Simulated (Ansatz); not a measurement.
Consider the isomerisation: `C[SiH](F)BN` → `BC[SiH](N)F`.

Program: Ansatz. Geometries: PBE0-D4/def2-TZVP. ΔE: electronic, gas phase. CBS: MP2 limit from def2 TZ/QZ plus the TZ coupled-cluster correction, frozen cores. DFT in def2-TZVPP. HSE06 is defined as in plane-wave codes. One conformer a species, not always the lowest.

```json
{"level": "PBE0-D4", "ΔE (kcal/mol)": "11.1"}
{"level": "ωB97M-V", "ΔE (kcal/mol)": "8.3"}
{"level": "BLYP", "ΔE (kcal/mol)": "12.4"}
{"level": "r2SCAN0", "ΔE (kcal/mol)": "8.8"}
{"level": "HSE06", "ΔE (kcal/mol)": "11.4"}
{"level": "CCSD/def2-TZVPP", "ΔE (kcal/mol)": "8.5"}
{"level": "CCSD(T)/def2-TZVPP", "ΔE (kcal/mol)": "9.1"}
{"level": "HF/def2-QZVPP", "ΔE (kcal/mol)": "5.4"}
```

Problem. What does CCSD(T)/CBS give? (An estimate is asked.)

Solution. Ansatz gave: +8.6 kcal/mol. The listed levels differ from it by 2.5, -0.3, 3.8, 0.2, 2.8, -0.1, 0.5, -3.2 kcal/mol.

Largest T1 diagnostic among the species: 0.012.

From r2SCAN to r2SCAN0 (25 % exact exchange), in def2-TZVPP and without D4, ΔE moves by −1.0 kcal/mol. In def2-TZVPP, CCSD(T) changes the Hartree–Fock value by +3.4 kcal/mol (the triples alone add +0.5 kcal/mol) and MP2 by +1.7 kcal/mol.

CCSD(T)/CBS has its own doubt, a few kJ/mol and more with outer-core shells, so smaller differences from it don't rank the levels.
